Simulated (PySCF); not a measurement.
These are B3LYP-D3(BJ)/def2-TZVP // BP86-D3(BJ)/def2-SVP (PySCF) values and carry that method's errors. All species are isolated molecules in the gas phase. B3LYP has the VWN-RPA correlation part, as in Gaussian. 

Reference species: [Cd(F)(CH3)] (neutral, multiplicity 1).

```
Property       Result
-------------  ------
dipole moment  3.41 D
```

Changed species: [Cd(F)(Cl)] (Y = Cl; the reference has Y = CH3).

Problem. Predict the effect on the dipole moment.

Solution. the dipole moment falls by 2.82 D, to 0.59 D.
